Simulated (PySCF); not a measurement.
Spin states and ions at one geometry of Tl2O2F2

PySCF 2.14.0, RKS PBE0, Tl def2-SVP with ECP60, O def2-SVP, F def2-SVP; non-relativistic Hamiltonian with scalar-relativistic core potentials where named; density fitting; no spin-orbit coupling; singlets restricted, open shells unrestricted. The geometry is relaxed for charge 0, singlet, vacuum:

```xyz
6

Tl    0.1885    0.0000    1.5452
Tl   -0.1885    0.0000   -1.5452
O     1.4436    0.0000   -0.0447
O    -1.4436    0.0000    0.0447
F    -0.3278    0.0000    3.4739
F     0.3278    0.0000   -3.4739
```

Energies count from the relaxed state; an electron taken off or put on is at rest in vacuum. Charges and spins are Mulliken's.

| state | energy (eV) | spin squared | charge on Tl1 (e) | spin on Tl1 (e) | dipole about the centre of mass (D) |
| --- | --- | --- | --- | --- | --- |
| charge 0, singlet, vacuum | 0.00 | 0.00 | 0.95 | 0.00 | 0.00 |
| charge 0, triplet, vacuum | 1.65 | 2.02 | 0.81 | 0.18 | 0.00 |
| charge +1, doublet, vacuum | 9.54 | 0.83 | 1.16 | -0.09 | 0.00 |

Q: What does the state charge -1, doublet, vacuum give?

A: energy (eV) -1.95, spin squared 0.77, charge on Tl1 (e) 0.57, spin on Tl1 (e) 0.27, dipole about the centre of mass (D) 0.00.

With an electron taken off (doublet) the charges change, summed by element, by Tl +0.42 e, O +0.40 e, F +0.18 e. The vertical ionisation energy is 9.54 eV, against −ε(HOMO) = 7.82 eV of the relaxed state. The level lies 1.7 eV too high, as is usual for semilocal functionals and global hybrids, which keep a self-interaction error.

With an electron put on (doublet) the charges change, summed by element, by Tl -0.75 e, O -0.09 e, F -0.15 e. The vertical electron affinity is 1.95 eV, against −ε(LUMO) = 3.79 eV of the relaxed state. The basis has no diffuse functions, which an added electron needs.

Open shells may have lower solutions than those found.
